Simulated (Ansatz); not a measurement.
Ideal-gas functions of `B1NCN1` at 800 K and 1 bar, from an Ansatz frequency run at PBE0-D4/def2-TZVP.

Molar mass 55.88 g/mol, point group C2 (symmetry number 2), electronic degeneracy 1, moments of inertia 35.449, 39.396, 70.988 u Å². Harmonic wavenumbers (cm⁻¹, unscaled): 331, 465, 487, 838, 891, 917, 991, 1004, 1086, 1145, 1184, 1193, 1228, 1358, 1416, 1521, 2676, 3020, 3061, 3691, 3696.

Use S(trans) = R[1.5 ln M + 2.5 ln T − 1.1517]; rotational temperatures θ = 24.2544 K / I; S(rot) = R[ln(√π/σ · √(T³/θAθBθC)) + 1.5]; for each mode x = 1.438777 ν̃/T, S = R[x/(eˣ − 1) − ln(1 − e⁻ˣ)] and H = RT x/(eˣ − 1); 1 cm⁻¹ = 0.0119627 kJ/mol; R = 8.31446 J/(mol·K).

Problem. By hand: the entropy, in J/(mol·K).

Solution. Translation 179.5. Rotation: θ = 0.6842, 0.6157, 0.3417 K, giving 102.9. Vibration, mode by mode: 12.75, 10.04, 9.68, 5.65, 5.23, 5.04, 4.53, 4.45, 3.96, 3.64, 3.44, 3.40, 3.23, 2.69, 2.48, 2.14, 0.40, 0.24, 0.22, 0.08, 0.08, in all 83.3. Electronic 0.0. Sum 365.7 J/(mol·K).

Problem. By hand: H − E and G − E in kJ/mol, counted from the electronic energy.

Solution. Zero-point energy ½ × 32199 × 0.0119627 = 192.6; thermal vibration 40.9; translation, rotation and pV give 4 RT = 26.6. H − E = 260.1 kJ/mol, and G − E = 260.1 − 800 × 365.7/1000 = -32.5 kJ/mol.

Vibration gives 23 % of the entropy. The sum counts one conformer and one mirror image; others add a mixing term.
